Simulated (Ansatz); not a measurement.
Consider the substitution at a C–C bond: `CCN[SiH3]` + `[NH2][Al]([OH])[SH]` → `C[NH][Al]([OH])[SH]` + `CN[SiH3]`.

Computed with Ansatz on PBE0-D4/def2-TZVP structures; ΔE is electronic, products minus reactants. CBS: MP2 limit from def2 TZ/QZ plus the TZ coupled-cluster correction, frozen cores. Functionals use def2-TZVPP. One conformer a species, not always the lowest.

Q: Is it downhill or uphill in electronic energy at CCSD(T)/CBS, and by how much? (Best estimate.)

A: The calculation gave: Uphill: ΔE = +0.55 eV.

Q: What do these levels give: ωB97X-V, PBE-QIDH, MP2/def2-SVP, CCSD/def2-SVP, SCS-MP2/def2-TZVPP, SCS-MP2/def2-QZVPP? (Estimate.)

A: Ansatz gave: ωB97X-V 0.51, PBE-QIDH 0.54, MP2/def2-SVP 0.50, CCSD/def2-SVP 0.46, SCS-MP2/def2-TZVPP 0.52, SCS-MP2/def2-QZVPP 0.54 eV.

Q: What do rigid-rotor, harmonic-oscillator terms from PBE0-D4/def2-TZVP frequencies (298.15 K, 1 bar) make of the CCSD(T)/CBS value? (An estimate is asked.)

A: Ansatz gave: ΔZPE = +0.01 eV, ΔH = +0.56 eV, ΔS = 7 J/(mol·K), ΔG = +0.54 eV.

Largest T1 diagnostic among the species: 0.011.

At CCSD(T), def2-SVP lies −0.09 eV from the extrapolated value and def2-TZVPP −0.02 eV. From BLYP to BHLYP (50 % exact exchange), in def2-TZVPP and without D4, ΔE moves by +0.04 eV. Leaving LDA and LC-ωPBE aside and taking each functional with its dispersion term where it has one, the values, not all of them listed here, spread over 0.08 eV, from BLYP-D4 to B97M-V.
